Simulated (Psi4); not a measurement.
Psi4 input (wB97X-D/6-311+G**):

```
memory 1500 MB

molecule {
-1 1
F    -0.15853800    2.26706000    0.49717600
C    -0.10937100    0.92170100    0.19772200
C    -1.28298100    0.17459900   -0.08649800
C    -1.09178200   -1.17286600   -0.37248000
S     0.63494300   -1.41090600   -0.25675600
C     1.06261100    0.22932800    0.15621500
H    -2.26063300    0.64962500   -0.07506500
H     2.05753600    0.60475400    0.33882600
symmetry c1
no_reorient
no_com
}

set {
  basis 6-311+G**
  reference rks
  scf_type df
  df_basis_scf def2-universal-jkfit
  dft_radial_points 99
  dft_spherical_points 590
  e_convergence 1e-8
  d_convergence 1e-7
  maxiter 150
}

e = energy('wb97x-d')
print_out(f'\nFINAL {e:.10f} DIPOLE {variable("CURRENT DIPOLE")[0]:.6f} {variable("CURRENT DIPOLE")[1]:.6f} {variable("CURRENT DIPOLE")[2]:.6f}\n')
```

From the output:

```
    One-Electron Energy =               -1417.4618353640321402
    Two-Electron Energy =                 549.9687512746268112
    DFT Exchange-Correlation Energy =     -41.7399935318447177
    Empirical Dispersion Energy =          -0.0019293733404768
    VV10 Nonlocal Energy =                  0.0000000000000000
    Total Energy =                       -651.6131870486188973

Computation Completed

Properties will be evaluated at   0.000000,   0.000000,   0.000000 [a0]

Properties computed using the SCF density matrix

 Multipole Moments:

 ------------------------------------------------------------------------------------
     Multipole            Electronic (a.u.)      Nuclear  (a.u.)        Total (a.u.)
 ------------------------------------------------------------------------------------

 L = 1.  Multiply by 2.5417464519 to convert [e a0] to [Debye]
 Dipole X            :          1.2234181            0.0000208            1.2234389
 Dipole Y            :          1.2516254           -0.0000094            1.2516159
 Dipole Z            :          0.4032137            0.0000057            0.4032193
 Magnitude           :                                                    1.7960877

 ------------------------------------------------------------------------------------

FINAL -651.6131870486 DIPOLE 1.223439 1.251616 0.403219

*** Psi4 exiting successfully. Buy a developer a beer!
```

The dipole moment of an ion depends on the origin.

The geometry given is a B3LYP-D3(BJ)/def2-TZVP minimum.
